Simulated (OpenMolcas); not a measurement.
**Au3+: moving or changing the point charges**

Au3+ among 6 point charges of -1.5 e arranged as a trigonal prism (D3h), 2.09 Å from the ion, with a polar angle of 44.2° against the regular 49.1°.
```
   1.4568    0.0000    1.4986  -1.50
  -0.7284    1.2616    1.4986  -1.50
  -0.7284   -1.2616    1.4986  -1.50
   1.4568    0.0000   -1.4986  -1.50
  -0.7284    1.2616   -1.4986  -1.50
  -0.7284   -1.2616   -1.4986  -1.50
```

```yaml
Program: OpenMolcas
Method: CASSCF
Basis: ANO-RCC-VDZP [7s6p4d2f]
Scalar_Hamiltonian: DKH2, point nucleus
Active_space: 8 electrons in 5 orbitals (5d)
State_averaging: 2S+1 = 3 even, 10 roots; 2S+1 = 1 even, 15 roots
Spin-orbit_coupling: RASSI with atomic mean-field integrals over the reference wave functions
```

Runs around this geometry, states (labels of D3, the rotations of D3h). Energies in cm-1 above the lowest state or level, χT in cm3 K/mol.

```csv
R (Å),q (e),Polar angle / regular,Ground state,First state of that spin,First gap with spin-orbit (degeneracies),χT at 300 K,First state of another spin
2.09,-1.2,0.9,3A2,3E 3458,"771.4 (1, 2)",1.878,1E 13918
1.88,-1.5,0.9,3A2,3E 7506,"1070 (1, 2)",1.270,1E 14124
2.09,-1.5,0.9,3A2,3E 4551,"879.2 (1, 2)",1.644,1E 14018
2.22,-1.5,0.9,3A2,3E 3415,"762.8 (1, 2)",1.889,1E 13931
2.09,-1.5,0.97,3A2,3E 4033,"876.7 (1, 2)",1.696,1E 13955
```

Taking the first state of the same spin as R^-n, n = -ln(3415 / 7506) / ln(2.22 / 1.88) = 4.7 between the shortest and longest distance.

Scaling the charges by -1.2 / -1.5 = 0.80 scales the first state of the same spin by 3458 / 4551 = 0.76; with fixed orbitals a first-order splitting would follow the charge.

Without dynamic correlation the repulsion within the d shell is too large (B by tens of per cent), so at a given field states of lower spin stand too high. Real 4d8 and 5d8 ions are as a rule square planar and diamagnetic. Spin-orbit coupling mixes the spin-free states strongly: the lowest level takes only 60 % from its leading state, 3A2 (figures for R = 2.09, q = -1.2, ratio = 0.9; the like holds for R = 2.09, q = -1.5, ratio = 0.9, R = 2.22, q = -1.5, ratio = 0.9, R = 2.09, q = -1.5, ratio = 0.97). Point charges carry no covalency, so the field is a model and not that of real ligands. No measured value stands beside these numbers.
